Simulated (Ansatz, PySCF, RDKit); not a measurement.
Noncovalent pair: NH3 (SMILES N) (first 4 atoms) with C3H8 (SMILES CCC); geometry from B3LYP-D3(BJ)/def2-TZVP, rigid monomers moved along the line of their centres of mass till H2···H11 is 3.25 Å.
(charge 0, multiplicity 1):
```xyz
15

N      0.296     0.129     0.484
H      0.134     0.824     1.204
H      0.965     0.520    -0.170
H     -0.577     0.003    -0.015
C      1.183    -0.002     5.033
C     -0.300     0.360     5.064
C     -1.200    -0.820     4.709
H      1.812     0.856     5.280
H      1.404    -0.794     5.753
H      1.472    -0.364     4.044
H     -0.490     1.187     4.371
H     -0.565     0.740     6.056
H     -2.255    -0.541     4.725
H     -0.962    -1.201     3.713
H     -1.063    -1.640     5.418
```

Counterpoise-corrected where a basis set is named; no monomer relaxation.

Frozen-core correlation. Rows in 6-31G* carry no dispersion term and start afresh at each structure (6-31G* with six Cartesian d functions).

The values were computed with Ansatz (a first-principles code) with Gaussian orbitals; PySCF for 6-31G* rows; RDKit for the force fields. Each number belongs to the level named beside it.

Q: What is the computed interaction energy (MMFF94)?

A: -15 meV

Q: Estimate the interaction energy that CCSD(T)/aug-cc-pVDZ returns for this input.

A: -25 meV

Q: Give the interaction energy at the level B3LYP/6-31G*.

A: -2 meV
